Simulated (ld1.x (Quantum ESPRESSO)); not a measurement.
**What one change does to a pseudopotential (Sn (Z = 50), TM)**

Sn, norm-conserving Troullier–Martins (Kleinman–Bylander form), made with ld1.x (Quantum ESPRESSO) 7.5 (LDA (PZ), scalar-relativistic). Core [Kr] 4d10, reference 5s2 5p2. Waves: 5p (bound): rc 1.95 bohr; 5s (bound): rc 1.95 bohr. Local part: the s channel. Core correction: Bessel-smoothed model core, default radius (core density twice the valence density).

Change: wave 5p (bound): rc 1.95 bohr becomes 5p (bound): rc 2.12 bohr.

Cutoffs: the cutoffs (Ry, on a coarse ladder) from which the occupation-weighted sum of valence levels, in a spherical-Bessel basis at the reference potential, stays within 10 and 1 mRy of its value at 400 Ry; they do not see the model core or the augmentation charge, which bear on the density cutoff. Errors are all-electron minus pseudo energies relative to the spin-unpolarised reference configuration.

What does the change do?

The potential gets softer (25 Ry and 45 Ry → 21 Ry and 30 Ry); of the 9 tests that both files solve, the error grows in 2 and shrinks in 1 by more than 15 % and 0.3 meV (median size 10.3 → 9.8 meV); neither file shows a bound ghost. A larger radius leaves more room for a smooth pseudo-wave, so fewer plane waves are needed.

| quantity | base | changed |
| --- | --- | --- |
| cutoff, loose | 25 Ry | 21 Ry |
| cutoff, tight | 45 Ry | 30 Ry |
| bound ghosts | none | none |
| error for 5s2 5p1, meV [ΔE 7.10 eV] | -8.5 | -8.5 |
| error for 5s2 5p0, meV [ΔE 21.36 eV] | -64 | -62 |
| error for 5s1 5p0, meV [ΔE 52.81 eV] | -340 | -333 |
| error for 5s2 5p1.5, meV [ΔE 2.72 eV] | -1.7 | -1.7 |
| error for 5s2 5p2.3, meV [ΔE -0.90 eV] | +0.1 | +0.1 |
| error for 5s1 5p3, meV [ΔE 7.07 eV] | -12 | -14 |
| error for 5s0 5p4, meV [ΔE 14.40 eV] | -46 | -53 |
| error for 5s2 5p2 (spin-polarised), meV [ΔE -0.47 eV] | -3.2 | -2.1 |
| error for 5s2 5p1 (spin-polarised), meV [ΔE 6.95 eV] | -10 | -9.8 |
